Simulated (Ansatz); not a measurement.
Harmonic frequencies (cm⁻¹) at PBE0-D4/def2-TZVP from Ansatz: 82, 93, 110, 235, 377, 511, 722, 727, 946, 951, 957, 995, 2234, 2238, 2239.

Each molecule was computed in one conformer, which needn't be the lowest.

(1) Which molecule is it?
A. `Cl[SiH]1[O][GeH2]1`
B. `C[S][Ge][F]`
C. `[SiH3][O][Ge][Cl]`
D. `[CH3][Ge][F]`

Answers

(1) C.
